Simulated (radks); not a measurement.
Values are calculated unless marked as measured or tabulated.
Species: the tungsten ion W0.1+. Configuration: [Xe] 4f14 5d3.9 6s2 (fractional occupations, a model configuration). Level of theory: scalar-relativistic Kohn-Sham, LDA (Slater exchange, Perdew-Wang correlation), spin-unpolarised, spherical densities, finite nucleus; Fermi nuclear charge, rms radius 5.3658 fm (a radial shooting solver on a logarithmic mesh with Libxc functionals).

Radial electron density D(r) = 4 pi r^2 rho(r):

r (bohr),D(r) (e/bohr)
0.0007894,5.315
0.000919,6.738
0.00107,8.513
0.001246,10.71
0.00145,13.43
0.001702,16.93
0.001981,20.98
0.002306,25.81
0.002685,31.51
0.003125,38.11
0.003638,45.59
0.004236,53.87
0.004931,62.74
0.00574,71.87
0.006683,80.77
0.007842,89.21
0.00913,95.62
0.01063,99.78
0.01237,101.2
0.0144,99.98
0.01677,96.64
0.01952,92.62
0.02273,89.94
0.02646,90.78
0.0308,96.64
0.03586,107.4
0.04208,121.2
0.04899,132.2
0.05703,136.2
0.06639,131.2
0.07729,119.5
0.08998,108.3
0.1047,104.8
0.1219,111.4
0.142,121.5
0.1653,123.7
0.1939,109.8
0.2258,86.74
0.2628,68.17
0.306,63.99
0.3562,70.79
0.4147,76.00
0.4828,70.50
0.562,55.68
0.6543,39.31
0.7617,27.38
0.8867,20.59
1.041,16.30
1.211,12.72
1.41,9.186
1.642,6.187
1.911,4.100
2.225,2.829
2.59,2.038
3.016,1.451
3.511,0.9570
4.087,0.5575
4.796,0.2663
5.583,0.1091
6.5,0.03616
7.567,0.009426
8.809,0.001878
10.26,0.0002769

D(r) has 4 maxima, at r = 0.0124, 0.0566, 0.158, 0.418 bohr, and minima at 0.0238, 0.102, 0.296 bohr, inside which lie 1.90, 11.10, 29.94 electrons.
